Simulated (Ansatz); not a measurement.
CaF, SMILES [F][Ca+], charge +1.

Geometry optimised at B3LYP-D3(BJ)/def2-TZVPD. The spin state was assumed, not searched.

Two levels are set side by side: PBE/def2-TZVPD (Ansatz, a quantum-chemistry and plane-wave program) and CAM-B3LYP/def2-TZVPD (Ansatz). Energy differences of separate SCF runs at the same geometry; the states with an electron removed or added have multiplicity 2 and 2. Differences are taken from unrounded values.

| quantity | CAM-B3LYP |
|---|---|
| vertical ionisation energy (eV) | 18.54 |
| vertical electron affinity (eV) | 5.87 |
| vertical singlet–triplet gap (eV) | 7.05 |

### Question
What does PBE give, and how far is it from CAM-B3LYP? (An estimate is asked for; the answer gives what the named calculation found.)

### Answer

| quantity | PBE | PBE minus CAM-B3LYP |
|---|---|---|
| vertical ionisation energy (eV) | 18.83 | 0.29 |
| vertical electron affinity (eV) | 5.76 | -0.11 |
| vertical singlet–triplet gap (eV) | 7.36 | 0.31 |
